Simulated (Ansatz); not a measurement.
A geometry relaxed with B3LYP-D3(BJ)/def2-TZVP (Ansatz, an electronic-structure program), charge 0, multiplicity 1:

```xyz
7

C      0.4571     0.2180    -0.3533
H     -0.9159    -1.2627    -0.8519
N      1.3328     1.0339    -0.6355
O     -1.3727    -0.5059     1.0149
H      2.2799     0.7495    -0.3723
C     -0.6014    -0.5221    -0.1323
H     -1.1798     0.2893     1.5244
```

**Question.** Write the SMILES of this molecule.

**Answer.** `N=C=CO`
